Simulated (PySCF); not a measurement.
**Radial density of Zr (zirconium, neutral)**

UHF, [Kr] 4d4, high-spin 5D determinant (an excited configuration). Computed with PySCF 2.14 in ANO-RCC-VDZP (6s5p3d1f, 43 functions), with the spin-free X2C one-electron Hamiltonian (Gaussian nucleus).

```csv
r (bohr),4πr²ρ (e/bohr),4πr²(ρα − ρβ)
0.0307,49.27,-0.0047
0.0517,41.96,-0.0113
0.0870,55.00,-0.0077
0.146,55.70,0.0827
0.246,37.14,0.2092
0.414,44.16,0.1066
0.696,14.20,0.0200
1.17,9.178,0.9603
1.97,3.912,1.7500
3.31,0.8152,0.7612
5.57,0.08400,0.0837
9.37,0.001216,0.0012
```

Densities and radii are taken from the X2C orbitals without a picture-change correction, which distorts them close to the nucleus.

Where is the radial spin density 4πr²(ρα − ρβ) most negative, and why is it negative at all?

Around r = 0.0517 bohr, down to -0.0113 e/bohr: exchange with the open shell polarises the paired shells in an unrestricted calculation.
